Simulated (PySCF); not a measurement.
# Electron correlation in B⁻ (boron, charge -1)

[He] 2s2 2p2, high-spin 3P determinant. Calculation: PySCF 2.14, in dyall-acv3z (15s9p4d2f, 76 functions); no relativity, point nucleus. Frozen: nothing; 6 electrons correlated; the 5 highest virtual orbitals of each spin left out.

```json
{"level": "CCSD", "correlation energy (mhartree)": "-130.34"}
{"level": "(T)", "correlation energy (mhartree)": "-4.16"}
{"level": "CCSD(T)", "correlation energy (mhartree)": "-134.50"}
```

Diagnostics: T1 = 0.022, D1 = 0.0497, largest double amplitude 0.069.

Problem. Is a single reference adequate?

Solution. Yes: T1 lies below 0.03 and no double amplitude reaches 0.07.
